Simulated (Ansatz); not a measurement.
Ansatz results at the PBE0-D4/def2-TZVP geometry: size of the dipole moment (ωB97M-V/def2-TZVPP) 1.52 D; LUMO energy (PBE0/def2-TZVPP) -0.33 eV; HOMO–LUMO gap (ωB97M-V/def2-TZVPP) 11.29 eV.

Each molecule was computed in one conformer, which needn't be the lowest.

**Question.** Which molecule gave them?
A. `O[SiH]1C=C1`
B. `C#C[SiH2]O`
C. `O=C=C[SiH3]`
D. `Cl[C]1=[CH][AlH]1`

**Answer.** A. The others give `C#C[SiH2]O`: 1.65, -0.58, 11.84; `O=C=C[SiH3]`: 1.26, -0.93, 10.74; `Cl[C]1=[CH][AlH]1`: 2.54, -1.05, 9.69.
